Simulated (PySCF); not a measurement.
# Two-component Hartree-Fock for O (oxygen, neutral)

Start: [He] 2s2 2p4; 2p1/2 filled at m_j = -1/2, +1/2; 2p3/2 filled at m_j = +1/2, +3/2. Calculated with PySCF 2.14 in x2c-TZVPall-2c (5s3p2d1f, 31 functions): generalised Hartree-Fock with the X2C-1e Hamiltonian and a Gaussian nucleus; one run each with spin-orbit coupling (SO) switched off, then screened by Boettger's factors.

```tsv
spinor shell	electrons	ε, spin-free (eV)	ε, screened SO (eV)	weight of nominal j (screened SO)	rms radius, screened SO (bohr)
1s1/2	2	-562.79	-562.78	1.000	0.230
2s1/2	2	-33.916	-33.914	1.000	1.26
2p3/2	2	-17.288	-18.619	0.832	1.37
2p1/2	2	-17.288	-15.958	0.669	1.44
```

```json
{"quantity": "E (hartree)", "spin-free": "-74.86419", "screened SO": "-74.86455"}
{"quantity": "M_J", "spin-free": "2", "screened SO": "2"}
{"quantity": "⟨J²⟩", "spin-free": "6.012", "screened SO": "6.012"}
{"quantity": "⟨L²⟩", "spin-free": "2.003", "screened SO": "2.004"}
{"quantity": "⟨S²⟩", "spin-free": "2.009", "screened SO": "2.009"}
```

Each row is a mean over spinors that exchange with the open shell spreads, by up to 9.346 eV (2s1/2).

Rows whose weight is well below 1 are mixtures of j = l ± 1/2: exchange outweighs spin-orbit coupling there, and the label is only the starting occupation.

Without spin-orbit coupling the j labels of p, d and f shells carry no meaning; the spin-free column gives the mean over the occupied spinors of each nl shell.
